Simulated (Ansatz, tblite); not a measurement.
Removing and adding an electron: Si₂Se. Total charge 0; singlet. Geometry: PBE-D4/def2-TZVP. Ansatz, gas phase; energy differences of separate SCF runs; the oxidised species was run as a doublet alone; the reduced species was run as a doublet alone.

Cartesian coordinates in Å:
```
Si -0.9557 0.2054 -0.9637
Si 0.1695 0.8244 1.0844
Se 0.7862 -1.0298 -0.1207
```

The xTB rows come from tblite. Correlated methods freeze 19 core orbitals; core or outer-core shells of Se are correlated, in sets that lack core-valence functions. In CCSD on the charge -1 doublet the largest single amplitude is 0.21, so its Hartree–Fock determinant may place the open shell otherwise than the density functionals do. The structure comes from a short search, and lower isomers may exist.

```csv
level,−HOMO (eV),vertical IE (eV),−LUMO (eV),vertical EA (eV),HOMO–LUMO gap (eV),IE − EA (eV),remarks
GFN1-xTB,8.51,10.92,7.61,5.76,0.90,5.16,–
GFN2-xTB,8.86,11.64,7.55,4.94,1.31,6.71,–
PBE-D4/def2-TZVP,5.05,7.83,3.99,–,1.07,–,–
PBE-D4/def2-TZVPD,5.09,–,4.02,1.54,1.07,–,HOMO above zero (-1 doublet)
r2SCAN-D4/def2-TZVP,5.25,7.85,3.99,–,1.26,–,–
r2SCAN-D4/def2-TZVPD,5.27,–,4.00,1.67,1.27,–,HOMO above zero (-1 doublet)
PBE0-D4/def2-TZVP,5.97,7.88,3.24,–,2.73,–,–
PBE0-D4/def2-TZVPD,6.00,–,3.26,1.55,2.73,–,HOMO above zero (-1 doublet)
MP2/def2-TZVPP,–,7.95,–,–,–,–,"restricted SCF unstable (singlet), spin-contaminated (⟨S²⟩ 0.83) (+1 doublet)"
CCSD/def2-TZVPD,–,–,–,1.29,–,–,"large T1 (0.045) (-1 doublet), restricted SCF unstable (singlet), spin-contaminated (⟨S²⟩ 0.83) (-1 doublet)"
CCSD/def2-TZVPP,–,7.86,–,–,–,–,"restricted SCF unstable (singlet), spin-contaminated (⟨S²⟩ 0.83) (+1 doublet)"
CCSD(T)/def2-TZVPD,–,–,–,1.36,–,–,"large T1 (0.045) (-1 doublet), restricted SCF unstable (singlet), spin-contaminated (⟨S²⟩ 0.83) (-1 doublet)"
CCSD(T)/def2-TZVPP,–,7.92,–,–,–,–,"restricted SCF unstable (singlet), spin-contaminated (⟨S²⟩ 0.83) (+1 doublet)"
```

Run but left out: HF/def2-TZVPP, HF/def2-TZVPD (singlet: restricted singlet, unstable towards broken spin symmetry); MP2/def2-TZVPD (charge -1 doublet: a determinant that CCSD turns far, T1 0.045).   A HOMO above zero means that the electron is unbound at that level or that self-interaction error raises the level; the energy of removing that electron tells which. Raw xTB energy differences between charge states are shifted by several eV; the methods need an empirical correction for them.
